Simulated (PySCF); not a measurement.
InI₂, SMILES [I][In][I], multiplicity 2.

Geometry: B3LYP-D3(BJ)/def2-SVP. The multiplicity is an assumed one; other spin states were not compared. The isomer is the one that the SMILES or the coordinates give; other isomers of the formula were not compared. The def2 effective core potentials stand for the cores of I, In; spin–orbit coupling is left out.

Computed with PySCF 2.14.0 with TDA-PBE/def2-SVPD.

Vertical excitations. 

Task: Estimate the UV-visible absorptions. (An estimate is asked for; the answer gives what the named calculation found.)

Result: 
| state | energy (eV) | λ (nm) | f | main pairs |
|---|---|---|---|---|
| root 1 | 1.30 | 952 | 0.001 | β HOMO→LUMO 99 % |
| root 2 | 1.37 | 903 | 0.000 | β HOMO−1→LUMO 100 % |
| root 3 | 1.60 | 777 | 0.001 | β HOMO−3→LUMO 100 % |
| root 4 | 1.62 | 764 | 0.004 | β HOMO−2→LUMO 99 % |
| root 5 | 2.90 | 427 | 0.011 | α HOMO→LUMO 98 % |
| root 6 | 2.94 | 421 | 0.094 | α HOMO−2→LUMO 8 %, β HOMO−4→LUMO 82 % |
| root 7 | 3.60 | 344 | 0.000 | α HOMO−1→LUMO 97 % |
| root 8 | 3.68 | 337 | 0.008 | α HOMO−2→LUMO 62 %, β HOMO−1→LUMO+1 35 % |
| root 9 | 3.81 | 326 | 0.010 | α HOMO−3→LUMO 48 %, α HOMO→LUMO+1 20 %, β HOMO−3→LUMO+1 27 % |
| root 10 | 3.82 | 325 | 0.025 | α HOMO→LUMO+1 72 %, α HOMO−3→LUMO 22 % |
Unrestricted roots are not spin-pure.
